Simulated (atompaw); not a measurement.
# How hard is this Sr PAW (atompaw) potential?

atompaw 4.2.0.5 input, output lines left out:

```
Sr 38
GGA-PBE scalarrelativistic loggrid 1500 logderivrange -5 5 251
5 5 4 0 0 0
5 1 0
4 2 0
0 0 0
c
c
c
v
v
c
c
v
v
c
v
2
2.60 1.90 2.15 1.45
n
n
y
0.5
n
custom rrkj gramschmidtortho besselshape
3 -0.5 ultrasoft
2.35
2.20
1.85
2.60
2.60
2.25
```

The pseudo-atom Hamiltonian at the reference potential is diagonalised in spherical Bessel functions j_l(qr) that vanish at 20 bohr, with q² up to the cutoff. All-electron valence levels (Ry): 4s -3.0061, 5s -0.2592, 4p -1.6774, 5p -0.0944, 4d -0.0942.

Task: How do the lowest levels (Ry) of each channel move with the cutoff, and are there ghosts?

Result:

```json
{"cutoff (Ry)": "8", "s #1": "-3.0023", "s #2": "-0.2473", "s #3": "0.0034", "p #1": "-1.5969", "p #2": "-0.0708", "p #3": "0.0539", "d #1": "-0.0831", "f #1": "0.0906", "f #2": "0.2002", "Σ f·Δε (mRy)": "514.0"}
{"cutoff (Ry)": "12", "s #1": "-3.0059", "s #2": "-0.2550", "s #3": "0.0019", "p #1": "-1.6372", "p #2": "-0.0813", "p #3": "0.0493", "d #1": "-0.0932", "f #1": "0.0906", "f #2": "0.2001", "Σ f·Δε (mRy)": "249.7"}
{"cutoff (Ry)": "18", "s #1": "-3.0061", "s #2": "-0.2589", "s #3": "0.0010", "p #1": "-1.6728", "p #2": "-0.0938", "p #3": "0.0444", "d #1": "-0.0941", "f #1": "0.0906", "f #2": "0.2001", "Σ f·Δε (mRy)": "28.2"}
{"cutoff (Ry)": "25", "s #1": "-3.0061", "s #2": "-0.2591", "s #3": "0.0010", "p #1": "-1.6771", "p #2": "-0.0942", "p #3": "0.0442", "d #1": "-0.0942", "f #1": "0.0906", "f #2": "0.2001", "Σ f·Δε (mRy)": "1.5"}
{"cutoff (Ry)": "35", "s #1": "-3.0061", "s #2": "-0.2592", "s #3": "0.0010", "p #1": "-1.6772", "p #2": "-0.0944", "p #3": "0.0441", "d #1": "-0.0942", "f #1": "0.0906", "f #2": "0.2001", "Σ f·Δε (mRy)": "0.8"}
{"cutoff (Ry)": "45", "s #1": "-3.0061", "s #2": "-0.2592", "s #3": "0.0010", "p #1": "-1.6773", "p #2": "-0.0944", "p #3": "0.0441", "d #1": "-0.0942", "f #1": "0.0906", "f #2": "0.2001", "Σ f·Δε (mRy)": "0.2"}
{"cutoff (Ry)": "400", "s #1": "-3.0061", "s #2": "-0.2592", "s #3": "0.0010", "p #1": "-1.6774", "p #2": "-0.0944", "p #3": "0.0441", "d #1": "-0.0942", "f #1": "0.0906", "f #2": "0.2001", "Σ f·Δε (mRy)": "0.0"}
```

Result: no extra level below or beside the all-electron valence levels (s, p, d, f tested); 10 mRy is reached at 21 Ry and 1 mRy at 35 Ry.
